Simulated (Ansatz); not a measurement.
Reaction (ligand exchange at the Si–C bond): `CC(F)([SiH3])[SiH3]` + `BNC=C` → `BN([SiH3])C=C` + `CC(F)[SiH3]`

Calculated with Ansatz (gas phase, PBE0-D4/def2-TZVP geometries, no zero-point term in ΔE). CCSD(T)/CBS is the MP2 limit (def2-TZVPP, def2-QZVPP) plus CCSD(T) − MP2 in def2-TZVPP, frozen cores. DFT in def2-TZVPP. One conformer a species, not always the lowest.

| level | ΔE (kJ/mol) |
| --- | --- |
| PBE-D4 | -35.0 |
| ωB97M-V | -45.3 |
| B2PLYP | -48.5 |
| HF/def2-TZVPP | -59.0 |
| HF/def2-QZVPP | -60.1 |
| MP2/def2-QZVPP | -53.4 |
| SCS-MP2/def2-QZVPP | -54.5 |
| HF/CBS(def2) | -60.2 |

**Question.** What does CCSD(T)/CBS give? (Best estimate.)

**Answer.** Ansatz gave: -49.4 kJ/mol. The listed levels differ from it by 14.4, 4.1, 0.9, -9.6, -10.7, -4.0, -5.1, -10.8 kJ/mol.

Largest T1 diagnostic among the species: 0.013.

From PBE to PBE0 (25 % exact exchange), in def2-TZVPP and without D4, ΔE moves by −6.1 kJ/mol. In def2-TZVPP, CCSD(T) changes the Hartree–Fock value by +8.8 kJ/mol (the triples alone add +1.5 kJ/mol) and MP2 by +5.5 kJ/mol.
